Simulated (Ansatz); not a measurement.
`NB(S)Br` at its PBE0-D4/def2-TZVP geometry, where that method's forces vanish. Charge 0, multiplicity 1.

| atom | x (Å) | y (Å) | z (Å) |
| --- | --- | --- | --- |
| N1 | -0.5704 | -0.9541 | 0.4885 |
| B2 | 0.0256 | 0.0988 | -0.1931 |
| S3 | 1.0835 | 1.2826 | 0.6822 |
| Br4 | -0.3022 | 0.2682 | -2.0954 |
| H5 | -1.1608 | -1.6243 | 0.0284 |
| H6 | -0.4493 | -1.1093 | 1.4746 |
| H7 | 1.3736 | 2.0380 | -0.3852 |

(1) For each bond, give half the difference of the two atoms' forces along it (eV/Å; positive pushes the atoms apart) under PBE-D4, r2SCAN-D4, B3LYP-D4, ωB97M-V in def2-TZVPP. (Estimate.)

Answers

(1) Ansatz gave: 
```json
{"bond": "N1–B2", "length (Å)": "1.389", "PBE-D4": "0.17", "r2SCAN-D4": "0.11", "B3LYP-D4": "0.00", "ωB97M-V": "0.05"}
{"bond": "N1–H5", "length (Å)": "1.005", "PBE-D4": "0.16", "r2SCAN-D4": "-0.03", "B3LYP-D4": "-0.02", "ωB97M-V": "-0.04"}
{"bond": "N1–H6", "length (Å)": "1.006", "PBE-D4": "0.15", "r2SCAN-D4": "-0.02", "B3LYP-D4": "-0.02", "ωB97M-V": "-0.04"}
{"bond": "B2–S3", "length (Å)": "1.813", "PBE-D4": "0.03", "r2SCAN-D4": "0.01", "B3LYP-D4": "0.06", "ωB97M-V": "0.04"}
{"bond": "B2–Br4", "length (Å)": "1.938", "PBE-D4": "0.05", "r2SCAN-D4": "0.04", "B3LYP-D4": "0.18", "ωB97M-V": "0.03"}
{"bond": "S3–H7", "length (Å)": "1.339", "PBE-D4": "0.25", "r2SCAN-D4": "0.01", "B3LYP-D4": "-0.03", "ωB97M-V": "-0.10"}
```

B3LYP here is the variant with VWN-RPA as its local correlation; programs differ in this.
